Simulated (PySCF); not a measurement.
methylamine (CH5N), singlet, at a GFN2-xTB geometry; B3LYP/STO-3G (PySCF).

Input for PySCF:
```python
from pyscf import gto, scf, dft

mol = gto.M(
    atom='''
C     0.060157    0.700592   -0.001314
N     0.039662   -0.751725    0.002997
H    -0.934520    1.169431   -0.017954
H    -0.463987   -1.092953    0.815181
H    -0.439056   -1.098165   -0.821958
H     0.586038    1.042914    0.889314
H     0.612946    1.037289   -0.877677
''',
    basis='sto-3g',
    charge=0,
    spin=0,
    verbose=4,
)

mf = dft.RKS(mol)
mf.xc = 'b3lyp'
mf.kernel()
```

Problem. Predict the main parts of the log of this PySCF run.

Solution. 
```
PySCF version 2.14.0

[INPUT] verbose = 4
[INPUT] num. atoms = 7
[INPUT] num. electrons = 18
[INPUT] charge = 0
[INPUT] spin (= nelec alpha-beta = 2S) = 0
[INPUT] symmetry False subgroup None
[INPUT] Mole.unit = angstrom
[INPUT] Symbol           X                Y                Z      unit          X                Y                Z       unit  Magmom
[INPUT]  1 C      0.060157000000   0.700592000000  -0.001314000000 AA    0.113680254475   1.323927005061  -0.002483100128 Bohr   0.0
[INPUT]  2 N      0.039662000000  -0.751725000000   0.002997000000 AA    0.074950317552  -1.420554370989   0.005663509195 Bohr   0.0
[INPUT]  3 H     -0.934520000000   1.169431000000  -0.017954000000 AA   -1.765986857929   2.209904311576  -0.033928142840 Bohr   0.0
[INPUT]  4 H     -0.463987000000  -1.092953000000   0.815181000000 AA   -0.876808355359  -2.065381837022   1.540468831949 Bohr   0.0
[INPUT]  5 H     -0.439056000000  -1.098165000000  -0.821958000000 AA   -0.829695593347  -2.075231089583  -1.553275505895 Bohr   0.0
[INPUT]  6 H      0.586038000000   1.042914000000   0.889314000000 AA    1.107451318588   1.970821831475   1.680559898741 Bohr   0.0
[INPUT]  7 H      0.612946000000   1.037289000000  -0.877677000000 AA    1.158300069148   1.960192122024  -1.658569155830 Bohr   0.0

nuclear repulsion = 42.1784134534136
number of shells = 11
number of NR pGTOs = 45
number of NR cGTOs = 15
basis = sto-3g
ecp = {}

******** <class 'pyscf.dft.rks.RKS'> ********
method = RKS
initial guess = minao
damping factor = 0
level_shift factor = 0
DIIS = <class 'pyscf.scf.diis.CDIIS'>
diis_start_cycle = 1
diis_space = 8
diis_damp = 0
SCF conv_tol = 1e-09
SCF conv_tol_grad = None
SCF max_cycles = 50
direct_scf = True
direct_scf_tol = 1e-13
XC library pyscf.dft.libxc version 7.1.2
    S. Lehtola, C. Steigemann, M. J. T. Oliveira, and M. A. L. Marques,  SoftwareX 7, 1–5 (2018)
XC functionals = b3lyp
    P. J. Stephens, F. J. Devlin, C. F. Chabalowski, and M. J. Frisch,  J. Phys. Chem. 98, 11623 (1994)
radial grids:
    Treutler-Ahlrichs [JCP 102, 346 (1995); DOI:10.1063/1.469408] (M4) radial grids

becke partition: Becke, JCP 88, 2547 (1988); DOI:10.1063/1.454033
pruning grids: <function nwchem_prune>
grids dens level: 3
symmetrized grids: False
atomic radii adjust function: <function treutler_atomic_radii_adjust>
small_rho_cutoff = 0
Set gradient conv threshold to 3.16228e-05
Initial guess from minao.
tot grids = 77064
init E= -94.663621248044
  HOMO = -0.244503760634828  LUMO = 0.291430708021686  gap/eV = 14.58352
cycle= 1 E= -94.6036901770296  delta_E= 0.0599  |g|= 0.294  |ddm|= 2.94
  HOMO = -0.0416448289546228  LUMO = 0.412242301723184  gap/eV = 12.35090
cycle= 2 E= -94.6150437104766  delta_E= -0.0114  |g|= 0.236  |ddm|= 0.692
  HOMO = -0.128907247545885  LUMO = 0.374504407956967  gap/eV = 13.69853
cycle= 3 E= -94.6319005033545  delta_E= -0.0169  |g|= 0.0108  |ddm|= 0.315
  HOMO = -0.129773308733137  LUMO = 0.374542789904368  gap/eV = 13.72314
cycle= 4 E= -94.6319280929265  delta_E= -2.76e-05  |g|= 0.00512  |ddm|= 0.0197
  HOMO = -0.129571949535318  LUMO = 0.37550248147894  gap/eV = 13.74378
cycle= 5 E= -94.6319361218915  delta_E= -8.03e-06  |g|= 0.000128  |ddm|= 0.00669
  HOMO = -0.129598595367532  LUMO = 0.375457313523613  gap/eV = 13.74327
cycle= 6 E= -94.6319361304405  delta_E= -8.55e-09  |g|= 1.22e-05  |ddm|= 0.000379
  HOMO = -0.129592705715595  LUMO = 0.375462446566314  gap/eV = 13.74325
cycle= 7 E= -94.6319361305052  delta_E= -6.47e-11  |g|= 1.19e-06  |ddm|= 2.93e-05
  HOMO = -0.129592701968991  LUMO = 0.375462455433746  gap/eV = 13.74325
Extra cycle  E= -94.6319361305055  delta_E= -2.84e-13  |g|= 5.81e-07  |ddm|= 3.13e-06
converged SCF energy = -94.6319361305055
```
